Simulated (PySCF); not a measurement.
System: sum formula Si2NH3Cl4, charge 0, multiplicity 1. SMILES: Cl[SiH](Cl)N[SiH](Cl)Cl
Geometry from a B3LYP-D3(BJ)/def2-TZVP (Ansatz) optimisation:
```
N
H 1 1.0138
Si 1 1.7096 2 115.90
Si 1 1.7096 2 115.90 3 180.00
H 3 1.4645 1 108.85 2 -179.77
H 4 1.4645 1 108.85 2 -179.77
Cl 4 2.0517 6 109.64 1 -121.31
Cl 3 2.0517 5 109.64 1 -121.31
Cl 4 2.0518 6 109.61 1 121.34
Cl 3 2.0518 5 109.61 1 121.34
```

Dispersion corrections to the total energy (kcal/mol) from the dftd3 and dftd4 libraries through PySCF: D3(BJ) without and D4 with the three-body term, each with the damping fitted for the functional named.

| functional | D3(BJ) | D4 |
|---|---|---|
| BHLYP | -15.01 | ? |
| PBE0 | -8.85 | -8.69 |
| PW6B95 | -6.33 | -8.10 |
| B2GP-PLYP | -9.16 | ? |
| B2PLYP | ? | -7.08 |
| revPBE | -21.71 | -25.14 |
| PBE | -9.40 | -10.01 |

**Question.** Complete the blanks.

**Answer.** 
- BHLYP, D4: -13.79
- B2GP-PLYP, D4: -4.46
- B2PLYP, D3(BJ): -9.07
